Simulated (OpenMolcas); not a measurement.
**Mn²⁺: effect of the active space**

| Quantity | Value |
| --- | --- |
| Program | OpenMolcas |
| Method | SS-CASPT2 or its RAS form, IPEA 0.25 Eh, imaginary shift 0.1 Eh |
| Basis | ANO-RCC-VTZP |
| Scalar Hamiltonian | DKH2, point nucleus |
| Spin-orbit coupling | RASSI with atomic mean-field integrals over the reference wave functions, term energies averaged over their components |

A. 5 electrons in 5 orbitals (3d); 2S+1 = 6 even, 1 root; 2S+1 = 4 even, 24 roots; 2S+1 = 2 even, 75 roots; closed shells correlated: 3s 3p; CASPT2 step of the order of 10 core-seconds
B. 5 electrons in 6 orbitals (3d 4s); 2S+1 = 6 even, 6 roots; 2S+1 = 4 even, 59 roots; 2S+1 = 2 even, 81 roots (67 in the spin-orbit step); closed shells correlated: 3s 3p; CASPT2 step roughly 40 core-seconds
C. 11 electrons in 8 orbitals (RAS1 3p, at most 2 holes; RAS2 3d); 2S+1 = 6 even, 1 root; 2S+1 = 4 even, 24 roots; 2S+1 = 2 even, 58 roots; closed shells correlated: 3s; CASPT2 step roughly 70 core-seconds
D. 5 electrons in 9 orbitals (RAS2 3d 4s; RAS3 4p, at most 2 electrons); 2S+1 = 6 even, 6 roots; 2S+1 = 4 even, 64 roots kept (CI in the orbitals of an earlier block); 2S+1 = 2 even, 88 roots kept (CI in the orbitals of an earlier block); 2S+1 = 6 odd, 15 roots; 2S+1 = 4 odd, 10 roots kept (CI in the orbitals of an earlier block); 2S+1 = 2 odd, 9 roots kept (CI in the orbitals of an earlier block, 0 in the spin-orbit step); closed shells correlated: 3s 3p; CASPT2 step about 5 core-minutes
E. 5 electrons in 10 orbitals (3d 4d); 2S+1 = 6 even, 1 root; 2S+1 = 4 even, 24 roots; 2S+1 = 2 even, 58 roots; closed shells correlated: 3s 3p; CASPT2 step of the order of 13 core-minutes

Energies in cm-1 above 3d5 6S 5/2, the measured ground level; measured values from Corliss and Sugar, J. Phys. Chem. Ref. Data 6, 1253 (1977).

| Level | A | B | C | D | E | Measured |
| --- | --- | --- | --- | --- | --- | --- |
| 3d5 6S 5/2 | 0.0 | 0.0 | 0.0 | 0.0 | 0.0 | 0.0 |
| 3d5 4G 5/2 | 27910 | 27890 | 27900 | 27280 | 28240 |  |
| 3d5 4G 7/2 | 27920 | 27910 | 27910 | 27300 | 28270 |  |
| 3d5 4G 11/2 | 27930 | 27920 | 27920 | 27310 | 28310 |  |
| 3d5 4G 9/2 | 27930 | 27920 | 27920 | 27310 | 28300 |  |
| 3d5 4P 5/2 | 30630 | 30540 | 30690 | 29550 | 31030 | 29168 |
| 3d5 4P 3/2 | 30670 | 30580 | 30720 | 29600 | 31060 |  |
| 3d5 4P 1/2 | 30710 | 30640 | 30760 | 29660 | 31100 |  |
| 3d5 4D 7/2 | 33540 | 33390 | 33820 | 32430 | 33900 | 32307 |
| 3d5 4D 1/2 | 33580 | 33440 | 33860 | 32490 | 33910 | 32369 |
| 3d5 4D 3/2 | 33620 | 33480 | 33890 | 32530 | 33950 |  |
| 3d5 4D 5/2 | 33620 | 33490 | 33900 | 32540 | 33970 | 32384 |
| 3d5 2I 11/2 | 40820 | 39280 | 40690 | 40180 | 41350 | 39174 |
| 3d5 2I 13/2 | 40860 | 39320 | 40730 | 40240 | 41410 | 39176 |
| 3d5 2D 5/2(1) [74 %] | 43250 | 41660 | 43440 | 41760 | 43860 | 41238 |
| 3d5 2D 3/2(1) | 43570 | 42020 | 43820 | 42130 | 44180 | 41570 |
| 3d5 2F 7/2(1) | 44810 | 43170 | 44840 | 43370 | 45380 | 42606 |
| 3d5 4F 9/2 | 45730 | 45300 | 45670 | 43780 | 45850 | 43573 |
| 3d5 4F 7/2 | 45760 | 45340 | 45680 | 43820 | 45840 | 43602 |
| 3d5 4F 3/2 | 45840 | 45420 | 45780 | 43950 | 45900 | 43675 |
| 3d5 2H 9/2 | 48940 | 47300 | 48690 | 47370 | 49280 | 46516 |
| 3d5 2H 11/2 | 49150 | 47500 | 48860 | 47650 | 49500 | 46671 |
| 3d5 2F 5/2(2) | 53060 | 51510 | 53380 | 51160 | 53530 |  |
| 3d5 2F 7/2(2) | 53070 | 51520 | 53390 | 51190 | 53550 | 51060 |

Deviations, from unrounded energies. A percentage is the sum of absolute deviations over the sum of measured energies, with the sign that they share, or ± where signs differ.

```tsv
Against measurement	Levels	A	B	C	D	E
mean absolute deviation (cm-1)	15	1900	910	1900	490	2300
other terms of the ground configuration (%)	15	+4.6	+2.2	+4.8	+1.2	+5.6
```

D lies closest to measurement on these levels and E furthest from it. The largest miss of D in the table is 3d5 2I 13/2, by +1100 cm-1. The ranking rests on the paired levels alone, and a cruder setting can come out closer through cancelling errors.

The spin-orbit steps hold different terms of 3d5 (B lacks a 2D, 2P; C lacks a 2D, a 2G, 2P; D lacks a 2D, a 2G, 2P; E lacks a 2D, a 2G, 2P), which shifts levels as well.

Among A to E the level of the table that moves most is 3d5 2F 5/2(2), by 2400 cm-1 (lowest in D, highest in E). Moves below CASPT2's spread within the term are not significant.

CASPT2 does not keep the components of a term degenerate, so their means are used; among the terms shown or strongly mixed into the levels shown the widest spread is 250 cm-1 (3d5 4F, A). Over all roots computed the reference weight is 0.87 to 0.95 in D; the roots of lowest weight are the least certain, and an intruder state may touch them. Some high roots are left out of the spin-orbit mixing, which shifts the levels that they would mix with (holds for B; D). Active for correlation alone: 3p; no level in the range computed is led by a configuration that opens it, so any true level of that kind is missing (holds for C). Terms from blocks run as CI alone lack orbitals of their own (holds for D). Active for correlation alone: 4d; no level in the range computed is led by a configuration that fills it, so any true level of that kind is missing (holds for E). Computed and measured levels are paired by configuration, term and J; levels that our copy of the source lacks, or whose pairing is in doubt (as where it misses far off the trend of its configuration), stay unpaired and out of the deviations. Only configurations of the active space appear. Levels that lie high or do not pair safely by name in every column are left out.

A share in square brackets marks a mixed level and gives the weight of the term that names it, the lowest over the columns. A number in round brackets counts repeated terms of one configuration in the order of the reference energies.
